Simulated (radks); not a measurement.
Task: All-electron atom: the lead ion Pb3+ in [Xe] 4f14 5d9 6s1 7s1 (not the ground configuration). Calculated with a radial shooting solver on a logarithmic mesh with Libxc functionals: scalar-relativistic Kohn-Sham, BP86, spin-polarised, spherical densities, point nucleus; open shells are filled with parallel spins first (spin-orbit coupling, left out, can overturn this in heavy ions). Some entries of the table are withheld. Estimate them.

| orbital | occ. | eigenvalue (Ry) | <1/r> (bohr^-1) | <r> (bohr) |
|---|---|---|---|---|
| 1s up | 1 | -6481.727 | 101.5 | 0.01604 |
| 1s down | 1 | -6481.723 | 101.5 | 0.01604 |
| 2s up | 1 | -1161.682 | 23.82 | 0.06758 |
| 2s down | 1 | -1161.672 | 23.82 | 0.06758 |
| 2p up | 3 | -996.6812 | 20.91 | 0.06143 |
| 2p down | 3 | -996.6731 | 20.91 | 0.06143 |
| 3s up | 1 | -281.0692 | 8.825 | 0.1745 |
| 3s down | 1 | -281.0641 | 8.825 | 0.1745 |
| 3p up | 3 | -233.7681 | 7.980 | 0.1764 |
| 3p down | 3 | -233.7626 | 7.980 | 0.1764 |
| 3d up | 5 | -185.5663 | 7.489 | 0.1599 |
| 3d down | 5 | -185.5588 | 7.489 | 0.1599 |
| 4s up | 1 | -65.86900 | 3.800 | 0.3842 |
| 4s down | 1 | -65.85823 | 3.800 | 0.3842 |
| 4p up | 3 | -50.37019 | 3.414 | 0.4099 |
| 4p down | 3 | -50.35955 | 3.414 | 0.4099 |
| 4d up | 5 | -32.44486 | 3.070 | 0.4309 |
| 4d down | 5 | -32.43253 | 3.070 | 0.4309 |
| 5s up | 1 | -13.46587 | 1.602 | 0.8512 |
| 5s down | 1 | -13.41374 | 1.604 | 0.8502 |
| 4f up | 7 | -12.65846 | (1) | 0.4536 |
| 4f down | 7 | -12.64350 | (2) | 0.4533 |
| 5p up | 3 | -9.15381 | 1.373 | (3) |
| 5p down | 3 | -9.08979 | 1.377 | (4) |
| 5d up | 5 | -4.30581 | 1.046 | 1.246 |
| 5d down | 4 | -4.21765 | 1.052 | 1.239 |
| 6s up | 1 | -3.21952 | 0.6429 | 2.003 |
| 6s down | 0 | -3.10047 | 0.6407 | 2.011 |
| 7s up | 1 | -1.35423 | (5) | 4.149 |

Result: 
(1) 4f up <1/r> (bohr^-1): 2.676
(2) 4f down <1/r> (bohr^-1): 2.677
(3) 5p up <r> (bohr): 0.9709
(4) 5p down <r> (bohr): 0.9687
(5) 7s up <1/r> (bohr^-1): 0.3070
